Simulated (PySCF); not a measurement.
CH₈FNOSi₂, SMILES C[SiH2]N[Si@H](O)F. Geometry: PBE-D3(BJ)/def2-SVP. The structure was generated by enumeration; whether it is a known compound was not checked. The values are those of a single conformer.

Computed equilibrium geometry at PBE-D3(BJ)/def2-SVP (PySCF confirms it by a frequency run) as bond lengths and angles (one conformer of several):
Atoms: C1 Si2 N3 Si4 O5 F6 H7 H8 H9 H10 H11 H12 H13 H14. Bonds (Å): C1–Si2 1.885, C1–H7 1.109, C1–H8 1.110, C1–H9 1.109, Si2–N3 1.767, Si2–H10 1.501, Si2–H11 1.508, N3–Si4 1.718, N3–H12 1.025, Si4–O5 1.668, Si4–F6 1.644, Si4–H13 1.494, O5–H14 0.973. Angles (°): Si2–C1–H7 110.8, Si2–C1–H8 111.2, Si2–C1–H9 110.7, H7–C1–H8 108.2, H7–C1–H9 108.4, H8–C1–H9 107.5, C1–Si2–N3 110.6, C1–Si2–H10 111.2, C1–Si2–H11 108.8, N3–Si2–H10 106.3, N3–Si2–H11 111.1, H10–Si2–H11 108.9, Si2–N3–Si4 127.4, Si2–N3–H12 117.1, Si4–N3–H12 115.6, N3–Si4–O5 107.6, N3–Si4–F6 113.2, N3–Si4–H13 109.4, O5–Si4–F6 106.0, O5–Si4–H13 114.8, F6–Si4–H13 105.9, Si4–O5–H14 114.8.
